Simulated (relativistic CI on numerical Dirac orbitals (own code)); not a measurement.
**Ru⁺: resonant inelastic scattering at the L2,3 edge**

Computed with this model: Dirac-Coulomb-Breit CI, KLI orbitals optimised for each configuration, QED by a radiative potential, valence Slater integrals scaled by 0.7, Kramers-Heisenberg scattering through one core-hole configuration in a parametric crystal field; configurations [Kr] 4d7 → [He] 2s2 2p5 3s2 3p6 3d10 4s2 4p6 4d8; 300 K; core-hole width 2.4 eV; summed over polarisations. Incident energies are the highest absorption maxima for each field (at most a few, so the weaker spin-orbit partner edge can be absent), on the computed scale of the free ion. Intensities are in per cent of the strongest line above 0.02 eV; levels within 1 cm⁻¹ are merged; final levels count from the ground level, the first row holds all elastic scattering, lines under 0.4 are left out and each table stops after 24 rows. The scale of the Slater integrals is a model choice and moves the terms in proportion.

Field parameters in Wybourne normalisation: D4h B²₀ = −7Ds, B⁴₀ = 21(Dq − Dt), B⁴₄ = 21√(5/14) Dq; Td as Oh with Dq negative (B⁴₀ = 21Dq, B⁴₄ = √(5/14) B⁴₀). The field is a parameter set, without covalency.

S is read from ⟨S²⟩ = S(S + 1).

D4h, 10Dq = 18650, Ds = 1980, Dt = -790 cm⁻¹:

```csv
Final level (eV),Degeneracy,Irrep,S,2839.7 eV,2968.8 eV
0.000,2,Γ6,0.52,453.9,64.9
0.476,2,Γ7,0.51,71.7,23.2
1.015,2,Γ7,1.50,0.5,0.1
1.021,2,Γ6,1.49,14.3,13.3
2.062,2,Γ6,0.97,100.0,5.4
2.178,2,Γ6,1.43,18.3,14.3
2.216,2,Γ6,1.26,19.1,21.5
2.234,2,Γ7,1.50,19.0,7.8
2.281,2,Γ7,1.50,10.3,10.8
2.467,2,Γ7,0.51,36.1,12.8
2.617,2,Γ6,0.51,20.5,10.2
3.048,2,Γ7,0.52,90.4,14.3
3.129,2,Γ6,0.52,84.0,35.4
3.375,2,Γ6,0.51,17.3,20.4
3.378,2,Γ7,0.51,40.8,7.1
3.507,2,Γ7,0.51,19.5,16.2
3.777,2,Γ6,0.51,45.9,11.5
3.779,2,Γ7,0.52,16.1,15.6
4.603,2,Γ6,0.56,1.6,0.1
4.945,2,Γ7,1.39,0.6,0.3
4.960,2,Γ7,1.44,0.5,0.5
4.970,2,Γ6,1.43,0.7,0.4
5.015,2,Γ7,0.76,1.1,0.7
5.063,2,Γ6,0.70,1.9,0.9
```

Td, 10Dq = -8800 cm⁻¹:

| Final level (eV) | Degeneracy | Irrep | S | 2838.9 eV | 2968.1 eV |
| --- | --- | --- | --- | --- | --- |
| 0.000 | 4 | Γ8 | 1.50 | 693.7 | 97.4 |
| 0.992 | 4 | Γ8 | 1.34 | 100.0 | 3.6 |
| 1.056 | 2 | Γ6 | 1.42 | 47.4 | 6.5 |
| 1.113 | 4 | Γ8 | 1.46 | 98.3 | 28.8 |
| 1.152 | 2 | Γ7 | 1.50 | 36.3 | 9.7 |
| 1.336 | 2 | Γ6 | 0.72 | 7.1 | 16.2 |
| 1.343 | 4 | Γ8 | 0.77 | 7.5 | 48.2 |
| 1.364 | 4 | Γ8 | 0.66 | 5.7 | 10.1 |
| 1.632 | 2 | Γ6 | 1.43 | 41.2 | 4.8 |
| 1.648 | 2 | Γ7 | 1.25 | 30.8 | 1.6 |
| 1.680 | 4 | Γ8 | 1.37 | 69.7 | 14.2 |
| 1.741 | 4 | Γ8 | 1.45 | 51.4 | 33.0 |
| 1.929 | 2 | Γ7 | 0.88 | 18.4 | 36.4 |
| 1.960 | 4 | Γ8 | 0.71 | 37.8 | 44.2 |
| 2.218 | 2 | Γ6 | 0.58 | 1.6 | 0.2 |
| 2.373 | 4 | Γ8 | 0.52 | 16.5 | 19.9 |
| 2.381 | 4 | Γ8 | 0.72 | 4.0 | 3.5 |
| 2.413 | 2 | Γ7 | 0.53 | 4.5 | 4.6 |
| 2.485 | 2 | Γ6 | 0.70 | 1.4 | 0.7 |
| 2.535 | 4 | Γ8 | 1.05 | 3.7 | 5.1 |
| 2.645 | 2 | Γ7 | 1.49 | 2.8 | 2.3 |
| 2.645 | 4 | Γ8 | 1.17 | 19.0 | 5.1 |
| 2.702 | 2 | Γ6 | 1.27 | 7.6 | 2.3 |
| 2.730 | 4 | Γ8 | 1.12 | 3.6 | 3.4 |

For the first field the strongest loss at the lowest incident energy is the level at 2.06 eV (S = 0.97, against 0.52 in the thermal ground state). Levels of other spin, the first over 8 % at 1.02 eV, appear because spin-orbit coupling of the core hole, and in heavier ions of the valence shell too, mixes spins.
